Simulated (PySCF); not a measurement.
## TDDFT excited states: C7H8O

C7H8O.
Atom-mapped SMILES: `[CH2:1]=[C:2]1[CH:3]=[C:4]1[O:5][CH:6]1[CH2:7][CH2:8]1` (hydrogens: H9, H10 on C1; H11 on C3; H12 on C6; H13, H14 on C7; H15, H16 on C8)

Geometry (GFN2-xTB, Å), atoms numbered from 1 in this order:
```xyz
16
C7H8O angstrom
C      2.4627    0.7767   -0.3211
C      1.8437   -0.3806   -0.3804
C      1.8120   -1.8330   -0.4375
C      0.6481   -1.1887   -0.4321
O     -0.6683   -1.2592   -0.4498
C     -1.3540   -0.0277   -0.4446
C     -2.4184    0.1587    0.5894
C     -1.1404    0.9390    0.6782
H      1.9188    1.7057   -0.2940
H      3.5367    0.8377   -0.3013
H      2.3390   -2.7542   -0.4632
H     -1.5129    0.3581   -1.4468
H     -2.5650   -0.6455    1.2934
H     -3.3256    0.6657    0.3007
H     -1.1534    1.9930    0.4499
H     -0.4305    0.6633    1.4431
```

Computed with TDDFT B3LYP/def2-SVPD, vertical, gas phase, core orbitals frozen in the response (PySCF 2.14.0, density-fitted response routines).

List the vertical singlet excitations with oscillator strengths and describe the spectrum.

```
state  E (eV)  λ (nm)       f  |μ| (D)  main configurations (H = HOMO, L = LUMO)
   S1    4.73   261.9   0.041     1.52                                 H→L (96%)
   S2    5.16   240.3  0.0041     0.46                  H→L+1 (87%), H→L+2 (11%)
   S3    5.72   216.7   0.013     0.78      H→L+2 (72%), H→L+3 (16%), H→L+1 (9%)
   S4    5.83   212.7   0.010     0.69                  H→L+3 (82%), H→L+2 (14%)
   S5    5.89   210.5   0.016     0.84                               H→L+4 (96%)
   S6    6.30   197.0  0.0013     0.24                               H→L+5 (94%)
   S7    6.48   191.3   0.013     0.72                   H→L+7 (73%), H→L+6 (8%)
   S8    6.72   184.6  0.0043     0.41                  H→L+8 (81%), H→L+7 (12%)
```

Triplets, Tamm–Dancoff:

| state | E (eV) | λ (nm) | main configurations (H = HOMO, L = LUMO) |
| --- | --- | --- | --- |
| T1 | 3.58 | 346.0 | H→L (92%) |
| T2 | 4.90 | 252.8 | H→L+6 (61%), H→L+1 (19%), H→L+3 (9%) |
| T3 | 5.08 | 244.2 | H→L+1 (62%), H→L+2 (19%), H→L+6 (10%) |

The lowest singlet lies at 4.73 eV (262 nm, ultraviolet) and is of moderate strength; its leading configuration is HOMO→LUMO (96%). The lowest level is also the most intense of those listed (f = 0.041). Löwdin shares by element: HOMO carbon 84% or more (atoms not listed hold the other 16%); LUMO carbon 62% or more, oxygen 10%, hydrogen 9% or more (atoms not listed hold the other 20%). The oscillator strengths of these states sum to 0.103; summed over the whole spectrum of an exact calculation they would give the number of electrons, 58 (Thomas–Reiche–Kuhn). Of the 8 states listed, 5 reach f = 0.01 and none stays under 0.0005. Orbital energies (eV): HOMO-3 -8.78, HOMO-2 -8.51, HOMO-1 -8.15, HOMO -5.50, LUMO -0.05, LUMO+1 0.46, LUMO+2 0.95. No computed singlet lies in the visible range (380 to 750 nm); the lowest, at 262 nm, stands 1.47 eV above its violet end (3.26 eV). The window holds the lowest 8 singlets.

On Arm Neoverse N1, one thread, no GPU, shared host, this took 77 s of wall time and 0.88 GiB of memory at its peak.

One conformer stands for the species.
